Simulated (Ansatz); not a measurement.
This geometry of CH5BrOSi + H2 (11 atoms, charge 0, multiplicity 1) is a first-order saddle point.

Level of theory: RKS PBE-D4/def2-SVP in Ansatz.

```xyz
11
Properties=species:S:1:pos:R:3
Si -0.721 0.825 -0.249
Br 1.508 0.929 1.426
O -0.183 -0.627 -0.852
C 0.398 -1.738 -0.191
H -1.351 1.352 -1.504
H -1.622 0.793 0.943
H 0.485 2.119 0.536
H -0.185 2.467 -0.037
H 1.357 -1.451 0.294
H -0.277 -2.152 0.589
H 0.591 -2.519 -0.954
```

Question: Which two structures does it join? (They come from a converged band through this point; their orientation in space is the band's.)

Answer: Bonds broken: Si1–Br2, H7–H8. Bonds formed: Si1–H8, Br2–H7. CH5BrOSi + H2 becomes BrH + CH6OSi.

Image 0:

```xyz
11
Properties=species:S:1:pos:R:3
Si -0.155 0.485 -0.294
Br 1.792 1.119 0.648
O -0.022 -1.043 -0.946
C 0.273 -2.216 -0.205
H -0.460 1.395 -1.436
H -1.187 0.535 0.797
H -0.300 3.543 0.811
H -1.001 3.826 0.664
H 1.266 -2.149 0.293
H -0.497 -2.420 0.575
H 0.292 -3.075 -0.907
```

Image 8:

```xyz
11
Properties=species:S:1:pos:R:3
Si -1.101 0.743 -0.607
Br 2.180 1.441 1.999
O -0.321 -0.667 -1.052
C 0.366 -1.519 -0.151
H -1.839 1.227 -1.816
H -2.033 0.521 0.557
H 1.189 1.736 0.985
H -0.116 1.822 -0.187
H 1.287 -1.044 0.257
H -0.273 -1.822 0.711
H 0.662 -2.438 -0.697
```

Question: How far does it lie above each of them?

Answer: 1.79 eV above the first and 1.02 eV above the second. This is the barrier of this one path; another mechanism may lie lower. The orbitals stay closed-shell, which can raise the energy where a bond breaks towards radicals; this wasn't checked here.

The run took 2.5 min on 2 threads of AMD EPYC 7R13 Processor (Zen 3) (shared host), peak memory 0.18 GiB.
